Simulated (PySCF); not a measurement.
pyridine-4-carbonitrile (C6H4N2), SMILES c1cc(C#N)ccn1.

The structure is a stationary point at TPSSh-D3(BJ)/def2-SVP.

All values below come from SMD-M06-2X/6-31G* (PySCF).

Solvation free energies are E(SMD) − E(gas) at the gas-phase geometry, for 1 M in both phases. In vacuum the dipole moment is 1.94 D.

Computed solvation free energies in water, cyclohexanone, ethanol:
```tsv
solvent	ΔG(solv) (kcal/mol)	its non-electrostatic (CDS) part	dipole (D)
water	-5.3	3.3	2.36
cyclohexanone	-6.9	1.0	2.35
ethanol	-6.6	1.6	2.35
```
